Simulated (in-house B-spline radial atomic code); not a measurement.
# Ionising Mg+ with different functionals

Computed with a radial B-spline atomic code at the basis-set limit: four-component Dirac-Coulomb Hamiltonian, Fermi nucleus of rms radius 3.057 fm, spin-restricted, spherical fractional occupations for the functionals, and exact exchange of hybrids averaged over the configuration. The ionisation energy is the difference of two self-consistent energies, [Ne] 3s1 → [He] 2s2 2p6, without Breit or QED terms; ε is the level of the shell that loses the electron (mean over j).

```json
{"method": "PBE0", "rung": "global hybrid", "ΔSCF (eV)": "15.03", "-ε(3s) (eV)": "12.37"}
{"method": "wB97X", "rung": "range-separated hybrid", "ΔSCF (eV)": "14.62", "-ε(3s) (eV)": "14.58"}
{"method": "CAM-B3LYP", "rung": "range-separated hybrid", "ΔSCF (eV)": "15.45", "-ε(3s) (eV)": "13.79"}
{"method": "LC-wPBE", "rung": "range-separated hybrid", "ΔSCF (eV)": "15.05", "-ε(3s) (eV)": "14.73"}
```

**Question.** Among the functionals, which spreads more, the ΔSCF values or the orbital energies?

**Answer.** The orbital energies: ΔSCF values span about 0.82 eV and the orbital energies 2.35 eV.

**Question.** How do they compare with the NIST value?

**Answer.** NIST lists 15.035 eV (measured, ground level to ground level). Errors run from -0.41 to +0.41 eV; PBE0 is closest (-0.00 eV), but part of that can be cancellation, since the calculations leave out Breit-QED terms, spin polarisation.
